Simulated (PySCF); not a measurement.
## Excitation energy of Bi²⁺ by level of theory

Bi²⁺ [Xe] 4f14 5d10 6s2 6p1 (2P) → Bi²⁺ [Xe] 4f14 5d10 6s1 6p1 7s1 (4P), as a difference of total energies. Computed with PySCF 2.14 in aug-cc-pwCVTZ-PP with ECP60MDF (8s7p6d4f1g, 96 functions), with scalar relativity through the core potential. Correlated levels: valence: 5s2 5p6 5d10 frozen; valence and next inner shell: nothing frozen outside the core potential. The calculations carry no spin-orbit coupling.

```
                                method  excitation energy (eV)
                                   UHF                  18.878
                                   LDA                  21.067
                                   PBE                  20.609
                                  PBE0                  20.403
                                r2SCAN                  20.560
                               wB97X-V                  20.632
                                 B97-3                  20.714
                                M06-2X                  20.229
                     SCS-MP2 (valence)                  19.736
    MP2 (valence and next inner shell)                  20.848
SCS-MP2 (valence and next inner shell)                  20.861
```

Q: Estimate what MP2 (valence) gives.

A: 19.477 eV, closest to SCS-MP2 (valence) among the rows shown.

Q: Estimate what PBEsol gives.

A: 20.716 eV, closest to B97-3 among the rows shown.

The promoted electron is Rydberg-like, and one or two diffuse shells describe it only roughly, which tends to raise the upper state.
